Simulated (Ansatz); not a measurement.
Ga2H6⁺, that is (H2Ga-mu-H)2 with one electron fewer. Charge 1, multiplicity 2. Geometry PBE0-D4/def2-TZVP, that of the neutral singlet; atoms count from 1.

Cartesian coordinates in Å:
```
Ga 0.330 -1.215 0.294
H -0.482 -2.304 -0.462
H 1.467 -1.355 1.344
H 0.808 0.009 -0.867
Ga -0.330 1.215 -0.293
H 0.474 2.316 0.454
H -1.468 1.338 -1.345
H -0.799 -0.004 0.875
```

(1) Estimate the Mulliken populations from the PBE0/def2-TZVP orbitals of Ansatz.

(2) Where does the spin sit?

(3) And the Mayer bond orders between heavy atoms (over 0.3)?

Answers

(1) 
| atom | charge (e) | spin (α − β) |
| --- | --- | --- |
| Ga1 | 0.32 | 0.07 |
| H2 | 0.11 | 0.22 |
| H3 | 0.11 | 0.22 |
| H4 | -0.03 | 0.00 |
| Ga5 | 0.32 | 0.07 |
| H6 | 0.11 | 0.22 |
| H7 | 0.11 | 0.22 |
| H8 | -0.03 | 0.00 |
Mulliken values depend strongly on the basis.

(2) Summed by element: Ga 0.14, H 0.86, of 1 unpaired in all. Largest on single atoms: H7 0.22, H2 0.22, H3 0.22.

(3) Ga1–Ga5 0.48 (2.59 Å).
